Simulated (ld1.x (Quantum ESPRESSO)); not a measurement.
Transferability test, TM potential for Pb

Pb, norm-conserving Troullier–Martins (Kleinman–Bylander form), made with ld1.x (Quantum ESPRESSO) 7.5 (PBEsol, scalar-relativistic). Core [Xe] 4f14 5d10, reference 6s2 6p0 (charge +2). Waves: 6p (bound, empty): rc 2.26 bohr; 6s (bound): rc 1.86 bohr. Local part: the s channel. Core correction: a·sin(br)/r model core, default radius (core density twice the valence density).

Energies are relative to the spin-unpolarised reference configuration 6s2 6p0; without spin polarisation the order of configurations can differ from experiment.

```csv
valence configuration,charge,ΔE all-electron (eV),error AE − PS (meV)
6s2 6p2,0,-20.045,-91
6s1 6p0,+3,32.479,-215
6s1 6p2,+1,-3.868,-13
6s2 6p2.3,-0.3,-20.849,-100
6s1 6p3,0,-11.274,-34
6s2 6p1.5,+0.5,-17.542,-66
```

**Question.** What are ΔE and the potential's error for 6s2 6p1?

**Answer.** ΔE = -13.447 eV all-electron; the error (AE − PS) is -36 meV.
